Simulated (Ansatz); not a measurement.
`CC[Si](F)(F)Cl` + `[F][GeH]([Cl])[O][SiH3]` → `F[Si](F)(Cl)O[SiH3]` + `C[CH2][GeH]([F])[Cl]`  (redistribution)

Calculated with Ansatz (gas phase, PBE0-D4/def2-TZVP geometries, no zero-point term in ΔE). CCSD(T)/CBS adds triple-zeta CCSD(T) − MP2 to the extrapolated MP2 energy (def2 sets, frozen cores). DFT in def2-TZVPP. For Ge outer-core shells are correlated without core-valence functions, which leaves a few kJ/mol of doubt a bond. Scalar relativity is left out up to krypton. One conformer a species, not always the lowest.

| species | PBE energy (Eh) |
| --- | --- |
| `CC[Si](F)(F)Cl` | -1028.31463 |
| `[F][GeH]([Cl])[O][SiH3]` | -3003.58011 |
| `F[Si](F)(Cl)O[SiH3]` | -1315.57909 |
| `C[CH2][GeH]([F])[Cl]` | -2716.33728 |

(1) Work out ΔE.

Largest T1 diagnostic among the species: 0.012.

Answers

(1) ΔE = (-1315.57909) + (-2716.33728) − (-1028.31463) − (-3003.58011) = -0.02163 Eh = -0.59 eV. CCSD(T)/CBS gives -0.70 eV.

In def2-TZVPP, CCSD(T) changes the Hartree–Fock value by +0.08 eV (the triples alone add +0.03 eV) and MP2 by +0.07 eV. From PBE to PBE0 (25 % exact exchange), in def2-TZVPP and without D4, ΔE moves by −0.05 eV.
